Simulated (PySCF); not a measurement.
**Shifts of the heteroatoms**

Numbering as in the mapped SMILES `[CH3:1][Si@@H:2]([SiH3:3])[O:4][SiH3:5]`. Hydrogens are named by the atom that carries them.

[PySCF 2.14.0 with density-fitted response routines: shieldings: GIAO PBE0/pcSseg-1; GFN2-xTB structure; rapidly exchanging positions averaged; relativity neglected; no solvent model; single conformer]

**Question.** Predict the ²⁹Si NMR data.

**Answer.** 
| atoms | environment | σ (ppm) | δ (ppm) |
| --- | --- | --- | --- |
| Si2 | silicon bonded to C, O, Si, H | 355.0 | -11.8 |
| Si5 | silicon bonded to O, 3 H | 394.6 | -44.4 |
| Si3 | silicon bonded to Si, 3 H | 471.6 | -107.7 |

Shieldings were converted by a linear fit to measured shifts: ²⁹Si (scatter 8.9 ppm rms, 25.8 ppm with the 6 outliers that the fit left out vs TMS, solution or neat liquid). Occasional misses reach two or three times the rms, and more in compound classes unlike the fitted ones.

On a 400 MHz spectrometer ²⁹Si resonates near 79.5 MHz, so 1 ppm is 79.5 Hz.

**Question.** Predict the ¹⁷O NMR data.

**Answer.** 
| atoms | environment | σ (ppm) | δ (ppm) |
| --- | --- | --- | --- |
| O4 | oxygen bonded to 2 Si | 321.4 | -26.1 |

Shieldings were converted by a linear fit to measured shifts: ¹⁷O (scatter 10.7 ppm rms, 12.2 ppm with the 3 outliers that the fit left out vs liquid water, solution or neat liquid). Occasional misses reach two or three times the rms, and more in compound classes unlike the fitted ones.

On a 300 MHz spectrometer ¹⁷O resonates near 40.7 MHz, so 1 ppm is 40.7 Hz.
